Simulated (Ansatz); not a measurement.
Several settings on one geometry of CoCl₂ (that of the charge 0 quartet, PBE0-D4/def2-TZVP). Ansatz on 2 threads of Intel Xeon Platinum 8559C on a shared host; times are rough.

```xyz
3

Co    0.000    0.000    0.000
Cl   -0.016   -0.020    2.089
Cl    0.016    0.020   -2.089
```

Totals from different functionals, basis sets or treatments of relativity can't be compared as stabilities.

The 6-31G sets use Cartesian d functions. LC-ωPBE has ω = 0.4 bohr⁻¹.

Scalar relativity in a set contracted without it gives distorted totals.

(1) Give the basis size and estimate the energy, ⟨S²⟩, dipole and time of these runs.

```json
{"run": "1", "method": "UKS ωB97X/6-31G*", "charge": "0", "state": "quartet", "further keys": "pseudopotentials: {relativity: none}; accuracy: high; forces asked"}
{"run": "2", "method": "UKS LC-ωPBE/cc-pVTZ", "charge": "0", "state": "quartet", "further keys": "pseudopotentials: {relativity: scalar}; scf: {lower_state_search: light}; forces asked"}
{"run": "3", "method": "ROKS LDA (SPW92)/def2-mTZVP", "charge": "0", "state": "quartet", "further keys": "scf: {omitted_lower_state_checks: [starts]}"}
```

Answers

(1) 
```json
{"run": "1", "functions": "74", "energy (Eh)": "-2303.0584", "⟨S²⟩": "3.76", "dipole (D)": "0.00", "wall time": "78 s"}
{"run": "2", "functions": "136", "energy (Eh)": "-2313.9564", "⟨S²⟩": "3.76", "dipole (D)": "0.00", "wall time": "26 s"}
{"run": "3", "functions": "77", "energy (Eh)": "-2297.7606", "⟨S²⟩": "–", "dipole (D)": "–", "wall time": "1.8 s"}
```
